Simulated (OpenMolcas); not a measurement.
# Computed transition rates of V2+

* Program: OpenMolcas
* Method: MS-CASPT2, IPEA 0.25 Eh, imaginary shift 0.1 Eh (closed shells correlated: 3s 3p)
* Basis: ANO-RCC-VTZP [6s5p3d2f1g]
* Scalar Hamiltonian: DKH2, point nucleus
* Active space: 3 electrons in 5 orbitals (3d)
* State averaging: 2S+1 = 4 even, 10 roots; 2S+1 = 2 even, 40 roots kept (CI in the orbitals of an earlier block)
* Spin-orbit coupling: RASSI with atomic mean-field integrals over the reference wave functions, term energies averaged over their components

Rates come from the transition moments of the reference wave functions (E1 and E2 in the length form). At fixed line strength A goes as λ^-3 for E1 and M1 and as λ^-5 for E2, so a rate at the computed wavelength can be rescaled to the measured one. Measured vacuum wavelengths follow from level energies in Sugar and Corliss, J. Phys. Chem. Ref. Data 7, 1191 (1978). Branching counts decays inside the model space alone, at computed energies, and the table is only a selection of the E2 and M1 lines, drawn from those between levels with measured partners whose computed energy lies within a factor of 1.5 of the measured one.

| Upper | Lower | Type | λ computed (nm) | λ measured (nm) | A computed (s-1) | A rescaled (s-1) | Branching % |
| --- | --- | --- | --- | --- | --- | --- | --- |
| 3d3 4F 5/2 | 3d3 4F 3/2 | M1 | 64720 | 68730 | 1.60e-04 | 1.34e-04 | 100.0 |
| 3d3 4F 7/2 | 3d3 4F 5/2 | M1 | 47190 | 51020 | 4.14e-04 | 3.28e-04 | 100.0 |
| 3d3 4F 9/2 | 3d3 4F 7/2 | M1 | 37700 | 41270 | 5.06e-04 | 3.86e-04 | 100.0 |
| 3d3 2P 1/2 | 3d3 4P 1/2 | M1 | 2630 | 2459 | 1.56e-02 |  | 96.0 |
| 3d3 2H 9/2 | 3d3 2G 9/2 | M1 | 1992 | 2163 | 1.18e-02 |  | 65.7 |
| 3d3 2H 11/2 | 3d3 2G 9/2 | M1 | 1923 | 2087 | 5.90e-03 |  | 96.9 |
| 3d3 2H 9/2 | 3d3 2G 7/2 | M1 | 1904 | 2064 | 5.94e-03 |  | 33.2 |
| 3d3 4P 5/2 | 3d3 4F 9/2 | E2 | 855.2 | 894 | 3.48e-02 | 2.79e-02 | 68.5 |
| 3d3 4P 3/2 | 3d3 4F 7/2 | E2 | 848.9 | 888.9 | 2.58e-02 | 2.05e-02 | 48.7 |
| 3d3 2G 9/2 | 3d3 4F 9/2 | M1 | 844.6 | 861.8 | 3.17e-02 |  | 71.8 |
| 3d3 2G 7/2 | 3d3 4F 7/2 | M1 | 842.3 | 860.2 | 1.26e-02 |  | 51.3 |
| 3d3 4P 1/2 | 3d3 4F 5/2 | E2 | 838.8 | 879.6 | 2.14e-02 | 1.69e-02 | 38.4 |
| 3d3 4P 5/2 | 3d3 4F 7/2 | E2 | 836.3 | 875 | 1.24e-02 | 9.89e-03 | 24.5 |
| 3d3 4P 3/2 | 3d3 4F 5/2 | E2 | 833.9 | 873.6 | 2.01e-02 | 1.59e-02 | 37.9 |
| 3d3 4P 1/2 | 3d3 4F 3/2 | E2 | 828 | 868.5 | 3.43e-02 | 2.70e-02 | 61.6 |
| 3d3 2G 7/2 | 3d3 4F 5/2 | M1 | 827.5 | 846 | 1.12e-02 |  | 45.4 |
| 3d3 2G 9/2 | 3d3 4F 7/2 | M1 | 826.1 | 844.2 | 1.23e-02 |  | 27.8 |
| 3d3 2P 3/2 | 3d3 4F 5/2 | M1 | 634.7 | 649.1 | 1.19e-02 |  | 28.6 |
| 3d3 2F 7/2 | 3d3 2G 9/2 | E2 | 619.4 | 643.5 | 7.14e-02 | 5.90e-02 | 40.3 |
| 3d3 2F 5/2 | 3d3 2G 7/2 | E2 | 607 | 629.7 | 7.74e-02 | 6.44e-02 | 45.7 |
| 3d3 2D 5/2(1) | 3d3 4F 7/2 | M1 | 602.1 | 623.7 | 5.85e-02 |  | 78.5 |
| 3d3 2D 3/2(1) | 3d3 4F 5/2 | M1 | 598.6 | 617.9 | 5.51e-02 |  | 57.6 |
| 3d3 2D 3/2(1) | 3d3 4F 3/2 | M1 | 593.1 | 612.4 | 3.09e-02 |  | 32.4 |
| 3d3 2D 5/2(2) | 3d3 2G 9/2 | E2 | 313.5 | 332.4 | 5.27e+00 | 3.93e+00 | 67.0 |
| 3d3 2D 3/2(2) | 3d3 2G 7/2 | E2 | 310 | 328.9 | 5.92e+00 | 4.40e+00 | 72.9 |

Spin-changing lines and M1 lines between different terms are not rescaled, since their strength hangs on the term gaps too.

The largest correction is for 3d3 2D 3/2(2) → 3d3 2G 7/2 (E2): 5.92e+00 × (310 / 328.9)^5 = 4.40e+00 s-1, a factor of 0.74.

The computed rate and branching of 3d3 4F 5/2 → 3d3 4F 3/2 give the upper level a radiative lifetime of 1.000 / 1.60e-04 s-1 = 6.25e+03 s, counting decays inside the model space alone. The rescaled rate gives about 7.5e+03 s.

The computed order of these levels differs from the measured one in 2 places, and where term gaps are wrong the rates of spin-changing lines can be off by large factors.

These are rates of the free ion; in crystals, glasses and complexes forced electric-dipole and non-radiative decay shorten such lifetimes by orders of magnitude. No measured rate stands beside these. Rescaling mends the energy factor alone: line strengths can still be far off where a level mixes with configurations outside the active space, and weak or spin-changing lines hang on small mixing coefficients that depend on the term gaps too, so rescaling need not improve them.

CASPT2 does not keep the components of a term degenerate, so their means are used; among the terms shown or strongly mixed into the levels shown the widest spread is 990 cm-1 (3d3 4F). Terms from blocks run as CI alone lack orbitals of their own. The CASPT2 spread within a term exceeds the gap to the next term for 3d3 4P and 3d3 2G, so the order of their levels is uncertain. Computed and measured levels are paired by configuration, term and J; levels that our copy of the source lacks, or whose pairing is in doubt (as where it misses far off the trend of its configuration), stay unpaired. Only configurations of the active space appear.

A number in round brackets counts repeated terms of one configuration in the order of the reference energies.
